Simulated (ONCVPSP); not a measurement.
**Ranking ONCV potentials for sulfur (S)**

All share these settings but for the change named:

ONCVPSP 4.0.1 input, shortened (lines: element, Z, core and valence counts, functional; n l f; lmax; l rc ep ncon nbas qcut; lloc lpopt rc5 dvloc0; l nproj debl; icmod fcfact rcfact), LDA (Perdew-Wang 92), scalar-relativistic:

```
  S 16.00    3    2  -001012      upf
    1    0    2.00
    2    0    2.00
    2    1    6.00
    3    0    2.00
    3    1    2.50
    2
    0    1.45    0.00    4    7    5.60
    1    1.10    0.00    3    7    6.90
    2    1.55    0.29    3    7    7.20
    4    2    1.10    0.00
    0    2    2.10
    1    2    3.20
    2    3    2.90
    3    3.75    1.65
```

In the d channel the program set the typed energies aside and used 0.050, 2.950, 5.850 Ha.

Test errors are all-electron minus pseudo excitation energies from the reference, over 3s2 3p4; 3s2 3p3; 3s2 3p2; 3s2 3p3.5. None of these files shows a bound ghost.

The base gives 3.3 meV.

Of 6 variants that were run, those that failed, showed a ghost or another fault, or gave nearly equal values are left out.

A variant can come out equal or close to the base, since the largest error may sit in a test that the change hardly touches while other tests move.

Q: Rank these variants by their largest absolute test error, smallest first.
A. s: rc 1.88
B. core correction Teter function, fcfact 3.75, rcfact 1.12
C. s: ncon 5, nbas 8
D. core correction Teter function fitted to the true core (icmod 2), fcfact 0.6

A: C (3.3 meV), A (4.4 meV), D (11.7 meV), B (13.5 meV).
